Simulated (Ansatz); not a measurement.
**Molecular dynamics of FGeH₃O**

input.yaml

```yaml
crystal:
  periodic: [false, false, false]
  atoms:
    - { symbol: Ge, position_ang: [0.204174, -0.028007, -0.334062] }
    - { symbol: O, position_ang: [0.71825, 0.187281, 1.579302] }
    - { symbol: H, position_ang: [0.592863, -0.603132, 2.133973] }
    - { symbol: H, position_ang: [1.610101, -0.007865, 0.48657] }
    - { symbol: F, position_ang: [-0.728556, 1.426104, -0.629328] }
    - { symbol: H, position_ang: [-0.884934, -1.14968, -0.353254] }
basis:
  gaussian: { orbitals: def2-SVP }
hamiltonian:
  xc: b3lyp
md:
  timestep: 0.5
  n_steps: 200
  ensemble: nve
  temperature: 100.0
  initial_velocities: maxwell_boltzmann
  seed: 4606
```

Command:

```bash
$ ansatz run input.yaml --threads 1 --pin off --max-ram 2048MiB --backend cpu --events-out ev --progress --plain --runs-dir out
```

It starts at the highest image of a converged band. Of that band: The profile has 2 maxima (images 1, 4) with wells between them (image 2): this band takes more than one step, which may be the mechanism or a detour left from its start path. Neighbouring images differ by up to 2.2 eV, so the band resolves the path poorly. A vibrational analysis at the climbing image gives one clearly imaginary mode, 1400i cm⁻¹: a first-order saddle point.

Output, in part (one step line in 3, the closing report, with atoms numbered from 0):

```
md step     0: t =     0.00 fs  T =   100.0 K  F+E_penalty+E_count = -61320.14690339 eV  E_kin = 0.051704 eV  conserved = -61320.09519939 eV  (27 SCF iters)
md step     3: t =     1.50 fs  T =   100.3 K  F+E_penalty+E_count = -61320.14695148 eV  E_kin = 0.051849 eV  conserved = -61320.09510241 eV  (28 SCF iters)
md step     6: t =     3.00 fs  T =   120.8 K  F+E_penalty+E_count = -61320.15752033 eV  E_kin = 0.062450 eV  conserved = -61320.09507070 eV  (28 SCF iters)
md step     9: t =     4.50 fs  T =   172.5 K  F+E_penalty+E_count = -61320.18422345 eV  E_kin = 0.089168 eV  conserved = -61320.09505567 eV  (28 SCF iters)
md step    12: t =     6.00 fs  T =   267.2 K  F+E_penalty+E_count = -61320.23296277 eV  E_kin = 0.138129 eV  conserved = -61320.09483347 eV  (28 SCF iters)
md step    15: t =     7.50 fs  T =   460.9 K  F+E_penalty+E_count = -61320.33297312 eV  E_kin = 0.238288 eV  conserved = -61320.09468517 eV  (27 SCF iters)
md step    18: t =     9.00 fs  T =   800.8 K  F+E_penalty+E_count = -61320.50864596 eV  E_kin = 0.414032 eV  conserved = -61320.09461445 eV  (27 SCF iters)
md step    21: t =    10.50 fs  T =  1321.3 K  F+E_penalty+E_count = -61320.77774498 eV  E_kin = 0.683183 eV  conserved = -61320.09456243 eV  (26 SCF iters)
md step    24: t =    12.00 fs  T =  2042.6 K  F+E_penalty+E_count = -61321.15122284 eV  E_kin = 1.056102 eV  conserved = -61320.09512048 eV  (26 SCF iters)
md step    27: t =    13.50 fs  T =  2853.2 K  F+E_penalty+E_count = -61321.57142433 eV  E_kin = 1.475239 eV  conserved = -61320.09618505 eV  (26 SCF iters)
md step    30: t =    15.00 fs  T =  3536.1 K  F+E_penalty+E_count = -61321.92530865 eV  E_kin = 1.828317 eV  conserved = -61320.09699168 eV  (24 SCF iters)
md step    33: t =    16.50 fs  T =  3929.0 K  F+E_penalty+E_count = -61322.12869759 eV  E_kin = 2.031425 eV  conserved = -61320.09727277 eV  (24 SCF iters)
md step    36: t =    18.00 fs  T =  3988.0 K  F+E_penalty+E_count = -61322.15898635 eV  E_kin = 2.061979 eV  conserved = -61320.09700777 eV  (25 SCF iters)
md step    39: t =    19.50 fs  T =  3791.1 K  F+E_penalty+E_count = -61322.05660474 eV  E_kin = 1.960140 eV  conserved = -61320.09646517 eV  (28 SCF iters)
md step    42: t =    21.00 fs  T =  3470.2 K  F+E_penalty+E_count = -61321.89042127 eV  E_kin = 1.794235 eV  conserved = -61320.09618660 eV  (28 SCF iters)
md step    45: t =    22.50 fs  T =  3104.1 K  F+E_penalty+E_count = -61321.70092218 eV  E_kin = 1.604932 eV  conserved = -61320.09598984 eV  (28 SCF iters)
md step    48: t =    24.00 fs  T =  2743.7 K  F+E_penalty+E_count = -61321.51446049 eV  E_kin = 1.418623 eV  conserved = -61320.09583781 eV  (29 SCF iters)
md step    51: t =    25.50 fs  T =  2421.4 K  F+E_penalty+E_count = -61321.34790638 eV  E_kin = 1.251970 eV  conserved = -61320.09593664 eV  (28 SCF iters)
md step    54: t =    27.00 fs  T =  2112.5 K  F+E_penalty+E_count = -61321.18833353 eV  E_kin = 1.092266 eV  conserved = -61320.09606783 eV  (29 SCF iters)
md step    57: t =    28.50 fs  T =  1782.1 K  F+E_penalty+E_count = -61321.01758563 eV  E_kin = 0.921407 eV  conserved = -61320.09617907 eV  (29 SCF iters)
md step    60: t =    30.00 fs  T =  1410.3 K  F+E_penalty+E_count = -61320.82531524 eV  E_kin = 0.729189 eV  conserved = -61320.09612657 eV  (29 SCF iters)
md step    63: t =    31.50 fs  T =  1063.1 K  F+E_penalty+E_count = -61320.64467207 eV  E_kin = 0.549679 eV  conserved = -61320.09499314 eV  (28 SCF iters)
md step    66: t =    33.00 fs  T =  1035.3 K  F+E_penalty+E_count = -61320.62967470 eV  E_kin = 0.535294 eV  conserved = -61320.09438063 eV  (29 SCF iters)
md step    69: t =    34.50 fs  T =  1450.4 K  F+E_penalty+E_count = -61320.84593723 eV  E_kin = 0.749907 eV  conserved = -61320.09603037 eV  (29 SCF iters)
md step    72: t =    36.00 fs  T =  1933.7 K  F+E_penalty+E_count = -61321.09686588 eV  E_kin = 0.999820 eV  conserved = -61320.09704636 eV  (28 SCF iters)
md step    75: t =    37.50 fs  T =  2207.6 K  F+E_penalty+E_count = -61321.23808637 eV  E_kin = 1.141400 eV  conserved = -61320.09668647 eV  (28 SCF iters)
md step    78: t =    39.00 fs  T =  2325.4 K  F+E_penalty+E_count = -61321.29850701 eV  E_kin = 1.202307 eV  conserved = -61320.09620036 eV  (26 SCF iters)
md step    81: t =    40.50 fs  T =  2415.6 K  F+E_penalty+E_count = -61321.34478262 eV  E_kin = 1.248983 eV  conserved = -61320.09579922 eV  (28 SCF iters)
md step    84: t =    42.00 fs  T =  2582.1 K  F+E_penalty+E_count = -61321.43077225 eV  E_kin = 1.335029 eV  conserved = -61320.09574369 eV  (28 SCF iters)
md step    87: t =    43.50 fs  T =  2842.3 K  F+E_penalty+E_count = -61321.56558627 eV  E_kin = 1.469598 eV  conserved = -61320.09598812 eV  (28 SCF iters)
md step    90: t =    45.00 fs  T =  3143.1 K  F+E_penalty+E_count = -61321.72125164 eV  E_kin = 1.625123 eV  conserved = -61320.09612870 eV  (29 SCF iters)
md step    93: t =    46.50 fs  T =  3434.7 K  F+E_penalty+E_count = -61321.87234312 eV  E_kin = 1.775862 eV  conserved = -61320.09648138 eV  (25 SCF iters)
md step    96: t =    48.00 fs  T =  3604.1 K  F+E_penalty+E_count = -61321.96047073 eV  E_kin = 1.863463 eV  conserved = -61320.09700745 eV  (25 SCF iters)
md step    99: t =    49.50 fs  T =  3502.1 K  F+E_penalty+E_count = -61321.90742460 eV  E_kin = 1.810701 eV  conserved = -61320.09672387 eV  (25 SCF iters)
md step   102: t =    51.00 fs  T =  3155.6 K  F+E_penalty+E_count = -61321.72757984 eV  E_kin = 1.631573 eV  conserved = -61320.09600724 eV  (27 SCF iters)
md step   105: t =    52.50 fs  T =  2712.2 K  F+E_penalty+E_count = -61321.49805554 eV  E_kin = 1.402312 eV  conserved = -61320.09574313 eV  (27 SCF iters)
md step   108: t =    54.00 fs  T =  2262.4 K  F+E_penalty+E_count = -61321.26524176 eV  E_kin = 1.169769 eV  conserved = -61320.09547248 eV  (27 SCF iters)
md step   111: t =    55.50 fs  T =  1886.7 K  F+E_penalty+E_count = -61321.07074645 eV  E_kin = 0.975505 eV  conserved = -61320.09524149 eV  (27 SCF iters)
md step   114: t =    57.00 fs  T =  1652.1 K  F+E_penalty+E_count = -61320.94932001 eV  E_kin = 0.854205 eV  conserved = -61320.09511481 eV  (27 SCF iters)
md step   117: t =    58.50 fs  T =  1594.9 K  F+E_penalty+E_count = -61320.91973256 eV  E_kin = 0.824604 eV  conserved = -61320.09512818 eV  (27 SCF iters)
md step   120: t =    60.00 fs  T =  1701.7 K  F+E_penalty+E_count = -61320.97533802 eV  E_kin = 0.879825 eV  conserved = -61320.09551285 eV  (27 SCF iters)
md step   123: t =    61.50 fs  T =  1864.8 K  F+E_penalty+E_count = -61321.06013812 eV  E_kin = 0.964179 eV  conserved = -61320.09595933 eV  (27 SCF iters)
md step   126: t =    63.00 fs  T =  1961.4 K  F+E_penalty+E_count = -61321.11011472 eV  E_kin = 1.014148 eV  conserved = -61320.09596700 eV  (27 SCF iters)
md step   129: t =    64.50 fs  T =  1977.6 K  F+E_penalty+E_count = -61321.11812193 eV  E_kin = 1.022524 eV  conserved = -61320.09559830 eV  (26 SCF iters)
md step   132: t =    66.00 fs  T =  1996.6 K  F+E_penalty+E_count = -61321.12777942 eV  E_kin = 1.032333 eV  conserved = -61320.09544614 eV  (26 SCF iters)
md step   135: t =    67.50 fs  T =  2052.7 K  F+E_penalty+E_count = -61321.15728686 eV  E_kin = 1.061343 eV  conserved = -61320.09594420 eV  (27 SCF iters)
md step   138: t =    69.00 fs  T =  2050.7 K  F+E_penalty+E_count = -61321.15648448 eV  E_kin = 1.060314 eV  conserved = -61320.09617089 eV  (27 SCF iters)
md step   141: t =    70.50 fs  T =  1949.7 K  F+E_penalty+E_count = -61321.10373816 eV  E_kin = 1.008087 eV  conserved = -61320.09565110 eV  (27 SCF iters)
md step   144: t =    72.00 fs  T =  1877.0 K  F+E_penalty+E_count = -61321.06548013 eV  E_kin = 0.970462 eV  conserved = -61320.09501783 eV  (25 SCF iters)
md step   147: t =    73.50 fs  T =  1990.8 K  F+E_penalty+E_count = -61321.12426359 eV  E_kin = 1.029340 eV  conserved = -61320.09492351 eV  (26 SCF iters)
md step   150: t =    75.00 fs  T =  2334.7 K  F+E_penalty+E_count = -61321.30224073 eV  E_kin = 1.207116 eV  conserved = -61320.09512489 eV  (26 SCF iters)
md step   153: t =    76.50 fs  T =  2863.7 K  F+E_penalty+E_count = -61321.57630041 eV  E_kin = 1.480653 eV  conserved = -61320.09564760 eV  (26 SCF iters)
md step   156: t =    78.00 fs  T =  3437.9 K  F+E_penalty+E_count = -61321.87419536 eV  E_kin = 1.777555 eV  conserved = -61320.09664027 eV  (25 SCF iters)
md step   159: t =    79.50 fs  T =  3807.2 K  F+E_penalty+E_count = -61322.06595942 eV  E_kin = 1.968487 eV  conserved = -61320.09747289 eV  (25 SCF iters)
md step   162: t =    81.00 fs  T =  3784.5 K  F+E_penalty+E_count = -61322.05395007 eV  E_kin = 1.956738 eV  conserved = -61320.09721169 eV  (25 SCF iters)
md step   165: t =    82.50 fs  T =  3467.7 K  F+E_penalty+E_count = -61321.88917900 eV  E_kin = 1.792930 eV  conserved = -61320.09624859 eV  (25 SCF iters)
md step   168: t =    84.00 fs  T =  3110.5 K  F+E_penalty+E_count = -61321.70454026 eV  E_kin = 1.608273 eV  conserved = -61320.09626720 eV  (25 SCF iters)
md step   171: t =    85.50 fs  T =  2753.6 K  F+E_penalty+E_count = -61321.52024830 eV  E_kin = 1.423735 eV  conserved = -61320.09651339 eV  (26 SCF iters)
md step   174: t =    87.00 fs  T =  2349.9 K  F+E_penalty+E_count = -61321.31102945 eV  E_kin = 1.215005 eV  conserved = -61320.09602399 eV  (26 SCF iters)
md step   177: t =    88.50 fs  T =  1996.1 K  F+E_penalty+E_count = -61321.12745027 eV  E_kin = 1.032064 eV  conserved = -61320.09538614 eV  (26 SCF iters)
md step   180: t =    90.00 fs  T =  1837.9 K  F+E_penalty+E_count = -61321.04534774 eV  E_kin = 0.950250 eV  conserved = -61320.09509792 eV  (27 SCF iters)
md step   183: t =    91.50 fs  T =  1935.6 K  F+E_penalty+E_count = -61321.09617348 eV  E_kin = 1.000788 eV  conserved = -61320.09538572 eV  (27 SCF iters)
md step   186: t =    93.00 fs  T =  2214.3 K  F+E_penalty+E_count = -61321.24085831 eV  E_kin = 1.144857 eV  conserved = -61320.09600134 eV  (26 SCF iters)
md step   189: t =    94.50 fs  T =  2517.3 K  F+E_penalty+E_count = -61321.39830721 eV  E_kin = 1.301543 eV  conserved = -61320.09676398 eV  (27 SCF iters)
md step   192: t =    96.00 fs  T =  2684.9 K  F+E_penalty+E_count = -61321.48483528 eV  E_kin = 1.388189 eV  conserved = -61320.09664676 eV  (26 SCF iters)
md step   195: t =    97.50 fs  T =  2789.7 K  F+E_penalty+E_count = -61321.53761334 eV  E_kin = 1.442397 eV  conserved = -61320.09521636 eV  (25 SCF iters)
md step   198: t =    99.00 fs  T =  3116.9 K  F+E_penalty+E_count = -61321.70747192 eV  E_kin = 1.611543 eV  conserved = -61320.09592863 eV  (24 SCF iters)
md step   200: t =   100.00 fs  T =  3388.2 K  F+E_penalty+E_count = -61321.84929704 eV  E_kin = 1.751847 eV  conserved = -61320.09744970 eV  (25 SCF iters)
Total energy: -61321.84950175 eV, -2253.5364037469 hartree
Atom 0 at     0.253752    -0.019826    -0.328693 Å, force    -0.856848     1.492610     4.503374 eV/Å
Atom 1 at     0.507019     0.074054     1.552855 Å, force     0.189321    -0.051785    -1.504889 eV/Å
Atom 2 at     0.719206     0.844182     2.107166 Å, force     0.080964     0.079829    -0.764506 eV/Å
Atom 3 at     1.395486    -0.017468    -1.244997 Å, force     1.088979     0.406163    -0.956360 eV/Å
Atom 4 at    -0.765349     1.424008    -0.554289 Å, force     0.467129    -1.008380    -0.453739 eV/Å
Atom 5 at    -0.322791    -1.340218     0.023741 Å, force    -0.969544    -0.918436    -0.823880 eV/Å
Dipole moment:     0.288342    -0.107617    -0.258977 e Å
```

The run went to its last step. The conserved energy stayed within 0.39 meV per atom of its start (net change -0.38 meV per atom), so the integration is sound. The kinetic energy rose, since the run started high on the potential surface and went downhill. A run of 0.1 ps of so small a system gives no equilibrium averages. The orbitals stay closed-shell, which can raise the energy where a bond breaks towards radicals; this wasn't checked here.

Between its relaxed ends the band would form O2–H4 and break Ge1–H4. These pairs go: O2–H4 1.42 → 2.94 Å, Ge1–H4 1.63 → 1.46 Å. In the last frame they stand as before the step (other bonds may differ from the relaxed reactants and products). It ends as one piece, FGeH3O. Pairs count as bonded within 1.25 times the sum of covalent radii (0.12 Å more for H–H).

Last frame:

```xyz
6
Properties=species:S:1:pos:R:3
Ge 0.254 -0.020 -0.329
O 0.507 0.074 1.553
H 0.719 0.844 2.107
H 1.395 -0.018 -1.245
F -0.765 1.424 -0.554
H -0.323 -1.340 0.024
```

Run time: 4.5 min on 1 thread of Intel(R) Xeon(R) 6975P-C (Granite Rapids), with other jobs on the host, peak memory 0.16 GiB.
